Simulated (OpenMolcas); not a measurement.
# Predicting a hybrid from its neighbours: C2H6Zn

C2H6Zn has 9 atoms, charge 0, and is taken as a singlet. SMILES: `[CH3][Zn][CH3]`. Geometry: relaxed at PBE0-D4/def2-TZVP.

The vertical energy of the triplet above the singlet y, in eV, basis cc-pVDZ; a is the functional's share of exact exchange. Programs: OpenMolcas 26.06.

| functional | program | a | y (eV) |
| --- | --- | --- | --- |
| revPBE | OpenMolcas | 0 | 5.36 |
| TPSS | OpenMolcas | 0 | 5.40 |
| B3LYP | OpenMolcas | 0.2 | 5.44 |
| PBE0 | OpenMolcas | 0.25 | ? |
| BHLYP | OpenMolcas | 0.5 | 5.61 |

Question: Fit y = c + s·a to the known rows and predict PBE0.

Answer: 
1. Means of the 4 rows: a = 0.1750, y = 5.453.
2. Σ(Δa)² = 0.1675, Σ(Δa·Δy) = 0.07625, so the slope is 0.07625/0.1675 = 0.45522.
3. Intercept: 5.453 − (0.45522) × 0.1750 = 5.373. The largest residual of the fit is 0.027.
4. PBE0: 5.373 + (0.45522) × 0.25 = 5.49 eV.

The run gave 5.57 eV, so the prediction is off by -0.08 eV, more than the largest residual. The rows mix families of semi-local functionals, which the line can't see.
